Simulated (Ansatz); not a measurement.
Which is lower?

Two relaxed structures of CH3FTe, singlet (PBE0-D4/def2-TZVP; forces vanish, vibrations not checked).

A:

```
6
angstrom
F 1.3038 0.0689 -2.4664
C -0.4974 -0.9504 0.2716
Te -0.4165 0.9890 0.3083
H -0.0219 -1.5166 -0.5228
H -1.0169 -1.5140 1.0394
H 0.8988 0.5754 -1.7884
```

B:

```json
{"atom": "F1", "x (Å)": "-0.5043", "y (Å)": "-0.3959", "z (Å)": "-1.7557"}
{"atom": "C2", "x (Å)": "0.0666", "y (Å)": "-0.2287", "z (Å)": "-0.5384"}
{"atom": "Te3", "x (Å)": "-0.8130", "y (Å)": "1.3968", "z (Å)": "0.5636"}
{"atom": "H4", "x (Å)": "-2.1040", "y (Å)": "1.3284", "z (Å)": "1.7234"}
{"atom": "H5", "x (Å)": "-0.0797", "y (Å)": "-1.1711", "z (Å)": "0.0185"}
{"atom": "H6", "x (Å)": "0.2033", "y (Å)": "1.0027", "z (Å)": "1.8094"}
```

Program: Ansatz 0.2.0. Basis: def2-TZVPP. Cores are frozen in the correlated methods. Filled d shells of the heavier atoms are correlated. Core potentials replace the inner electrons of the atoms past krypton. The def2 sets are not built for correlating such inner shells, so the correlated values are less sure here. B3LYP uses VWN-RPA correlation.

(1) Which structure is lower at CCSD(T), and by how much? (To be estimated.)

No T1 diagnostic of these runs exceeds 0.018. The restricted Hartree–Fock reference is unstable towards an unrestricted one at one or more of these structures. A large double-excitation amplitude points to some diradical character; no triplet was computed.

## Answers

(1) Computed: A, by 66.12 kcal/mol (electronic energy, against the other). By their contacts, A is a complex of CH₂Te ([CH2][Te]) + HF and B is CH₃FTe ([F][CH][TeH2]).

All methods give the same order:

| method | E(B) − E(A) (kcal/mol) |
| --- | --- |
| PBE-D4 | 54.88 |
| r2SCAN-D4 | 56.11 |
| PBE0-D4 | 58.53 |
| B3LYP-D4 | 59.96 |
| wB97M-V | 61.77 |
| HF | 66.87 |
| MP2 | 72.22 |
| CCSD | 66.38 |
| CCSD(T) | 66.12 |

Labels in which every atom is bracketed show which atoms are joined, not bond orders.

For scale, one of the runs: CCSD(T)/def2-TZVPP, 154 basis functions, launched by `ansatz run in.yaml --threads 2 --pin off --events-out ev --progress --plain --max-ram 4352MiB`. The run took 50 s on 2 CPU threads of an Arm Neoverse V2 (shared host), with 1.3 GiB of host memory at its peak.
